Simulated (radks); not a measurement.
Task: These are the eigenvalues of the occupied orbitals of an atom or ion with whole-number occupations (eV). Method: Dirac Kohn-Sham, PBE, spin-unpolarised, spherical densities, point nucleus; computed with a radial shooting solver on a logarithmic mesh with Libxc functionals.

1s1/2: -2788.123
2s1/2: -288.1481
2p1/2: -228.3950
2p3/2: -226.6878
3s1/2: -49.4697
3p1/2: -35.8563
4f5/2: -3.1684

Which element is it, and in what charge state? The configuration may be excited. Open shells, if any, fill j = l - 1/2 first.

Result: Z = 17, chlorine, charge +1: Cl+ in [Ne] 3s2 3p2 4f2. The list shows which subshells hold electrons but not how many an open one holds; the 1s level, -102.46 hartree, gives Z - s = 14.3 by -(Z - s)^2/2, which with screening and relativity narrows Z to a few neighbours, and the depths of the outer levels then fix element, charge and occupations together.
